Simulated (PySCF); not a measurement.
ethenylcyclopropane (C₅H₈), SMILES C=CC1CC1.

Geometry: B3LYP-D3(BJ)/def2-SVP. Other conformers were not sampled.

All values below come from TDDFT-PBE/def2-SVPD run with PySCF 2.14.0.

Vertical excitations. Gas-phase values at a fixed geometry. State labels are in the subgroup Cs.

**Question.** Give excitation energies, oscillator strengths and character. (An estimate is asked for; the answer gives what the named calculation found.)

**Answer.** 
```csv
state,symmetry,energy (eV),λ (nm),f,main pairs
S1,A",6.21,200,0.018,HOMO→LUMO+1 100 %
S2,A",6.34,196,0.003,HOMO→LUMO+2 100 %
S3,A',6.40,194,0.429,HOMO→LUMO 84 %
S4,A",6.63,187,0.011,HOMO→LUMO+3 98 %
S5,A",6.73,184,0.000,HOMO−1→LUMO 97 %
S6,A',6.89,180,0.005,HOMO→LUMO+4 95 %
S7,A",7.52,165,0.010,HOMO→LUMO+5 97 %
S8,A",7.66,162,0.001,HOMO−3→LUMO 96 %
S9,A',7.73,160,0.000,HOMO−1→LUMO+1 99 %
S10,A',7.84,158,0.002,HOMO−1→LUMO+2 98 %
T1,A',4.25,292,0,HOMO→LUMO 97 %
T2,A",6.14,202,0,HOMO→LUMO+1 100 %
T3,A",6.25,198,0,HOMO→LUMO+2 100 %
T4,A",6.47,191,0,"HOMO−1→LUMO 80 %, HOMO→LUMO+3 20 %"
```
Triplets are in the Tamm–Dancoff approximation, which puts them higher than full response would, so one can lie above its singlet here.
